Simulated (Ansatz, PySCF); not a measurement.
C3H12Si3, SMILES [SiH3]C[C@H]1C[SiH2][SiH2]1. Atoms are numbered in the order given.

```xyz
18

Si     2.8987     0.2430    -0.4846
C      1.5067    -0.5044     0.5566
C      0.1427     0.1584     0.3676
C     -0.4400     0.1360    -1.0738
Si    -2.2937     0.3884    -0.6601
Si    -1.4039    -0.5398     1.2837
H      2.6992    -0.0182    -1.9436
H      4.2170    -0.3408    -0.0842
H      2.9496     1.7253    -0.2782
H      1.4445    -1.5825     0.3234
H      1.8190    -0.4432     1.6139
H      0.2065     1.2172     0.6848
H     -0.3249    -0.8742    -1.5070
H      0.0354     0.8442    -1.7725
H     -3.2926    -0.2891    -1.5409
H     -2.6488     1.8365    -0.5351
H     -1.3989    -2.0383     1.2607
H     -1.6633    -0.0750     2.6816
```

The structure is a stationary point at PBE0-D3(BJ)/def2-SVP. The structure was generated by enumeration; whether it is a known compound was not checked. The values are those of a single conformer.

Two levels are set side by side: PBE-D3(BJ)/def2-SVP (Ansatz, a quantum-chemistry and plane-wave program) and PBE0-D3(BJ)/def2-SVP (Ansatz). Each level has its own optimised geometry; the coordinates shown are those of the second. Frequencies come from the Hessian of PySCF at each geometry. Differences are taken from unrounded values.

```csv
quantity,PBE0-D3(BJ)
mean bond length (Å),1.508
bond Si1–C2 (Å),1.892
bond C2–C3 (Å),1.528
bond C3–C4 (Å),1.555
bond C3–Si6 (Å),1.928
bond C4–Si5 (Å),1.916
bond Si5–Si6 (Å),2.331
bond Si1–H7 (Å),1.496
bond Si1–H8 (Å),1.496
bond Si1–H9 (Å),1.497
bond C2–H10 (Å),1.105
bond C2–H11 (Å),1.104
bond C3–H12 (Å),1.107
bond C4–H13 (Å),1.105
bond C4–H14 (Å),1.103
bond Si5–H15 (Å),1.494
bond Si5–H16 (Å),1.496
highest harmonic wavenumber (cm⁻¹),3121
mean harmonic wavenumber (cm⁻¹),1202
zero-point energy (kcal/mol),82.50
```

Problem. What does PBE-D3(BJ) give, and how far is it from PBE0-D3(BJ)? (Estimate from the structure and the level; the computed values follow.)

Solution. 
```
quantity                            PBE-D3(BJ)  PBE-D3(BJ) minus PBE0-D3(BJ)
----------------------------------  ----------  ----------------------------
mean bond length (Å)                     1.518                         0.010
bond Si1–C2 (Å)                          1.905                         0.013
bond C2–C3 (Å)                           1.536                         0.008
bond C3–C4 (Å)                           1.564                         0.009
bond C3–Si6 (Å)                          1.943                         0.015
bond C4–Si5 (Å)                          1.929                         0.013
bond Si5–Si6 (Å)                         2.342                         0.011
bond Si1–H7 (Å)                          1.506                         0.010
bond Si1–H8 (Å)                          1.507                         0.010
bond Si1–H9 (Å)                          1.507                         0.010
bond C2–H10 (Å)                          1.113                         0.008
bond C2–H11 (Å)                          1.112                         0.008
bond C3–H12 (Å)                          1.115                         0.008
bond C4–H13 (Å)                          1.113                         0.008
bond C4–H14 (Å)                          1.111                         0.008
bond Si5–H15 (Å)                         1.505                         0.011
bond Si5–H16 (Å)                         1.507                         0.010
highest harmonic wavenumber (cm⁻¹)        3032                           -89
mean harmonic wavenumber (cm⁻¹)           1163                           -39
zero-point energy (kcal/mol)             79.79                         -2.70
```

GGA bonds tend to be longer and softer than those of functionals with exact exchange. Differences between two approximate levels are no errors against the true value.
